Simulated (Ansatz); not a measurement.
Consider the isomerisation: `[SiH3]C[SiH2]C=S` → `SC1[SiH2]C[SiH2]1`.

Computed with Ansatz on PBE0-D4/def2-TZVP structures; ΔE is electronic, products minus reactants. CBS: MP2 limit from def2 TZ/QZ plus the TZ coupled-cluster correction, frozen cores. Functionals use def2-TZVPP. B3LYP here is the variant with VWN-RPA as its local correlation; programs differ in this. HSE06 is defined as in plane-wave codes. One conformer a species, not always the lowest.

`[SiH3]C[SiH2]C=S`:

Z-matrix (Å, degrees):
```
Si
C 1 1.874
H 1 1.488 2 109.3
H 1 1.487 2 111.0 3 119.8
H 1 1.486 2 111.0 3 -119.2
Si 2 1.859 1 113.8 3 73.3
H 2 1.095 1 109.1 3 -166.5
H 2 1.094 1 108.8 3 -49.0
C 6 1.885 2 110.5 1 79.4
H 6 1.491 2 112.8 1 -161.5
H 6 1.491 2 112.1 1 -40.2
S 9 1.612 6 124.2 2 7.4
H 9 1.095 6 117.6 2 -173.3
```

`SC1[SiH2]C[SiH2]1`:

```xyz
13

S    -1.088   -2.184   -1.017
C    -0.090   -0.707   -0.814
Si    1.045   -0.626    0.714
C     0.656    1.209    0.943
Si   -0.824    0.934   -0.201
H    -1.944   -1.724   -1.947
H     0.535   -0.533   -1.698
H     2.467   -0.985    0.466
H     0.508   -1.459    1.821
H     1.415    1.848    0.485
H     0.460    1.563    1.954
H    -2.084    0.703    0.551
H    -1.055    1.960   -1.256
```

| level | ΔE (kJ/mol) | difference from CCSD(T)/CBS |
| --- | --- | --- |
| B3LYP-D4 | -44.1 | 9.0 |
| r2SCANh-D4 | -65.4 | -12.3 |
| B3LYP | -40.9 | 12.2 |
| r2SCAN0 | -70.8 | -17.7 |
| HSE06 | -71.7 | -18.6 |
| LC-ωPBE | -83.2 | -30.1 |
| HF/def2-TZVPP | -38.6 | 14.5 |
| CCSD/def2-TZVPP | -49.4 | 3.7 |
| CCSD(T)/def2-TZVPP | -46.8 | 6.3 |
| MP2/def2-QZVPP | -62.1 | -9.0 |
| CCSD(T)/CBS | -53.1 | 0 |

Largest T1 diagnostic among the species: 0.014.

In def2-TZVPP, CCSD(T) changes the Hartree–Fock value by −8.2 kJ/mol (the triples alone add +2.6 kJ/mol) and MP2 by −19.7 kJ/mol. At CCSD(T), def2-SVP lies +22.8 kJ/mol from the extrapolated value and def2-TZVPP +6.3 kJ/mol. From BLYP to BHLYP (50 % exact exchange), in def2-TZVPP and without D4, ΔE moves by −22.7 kJ/mol.
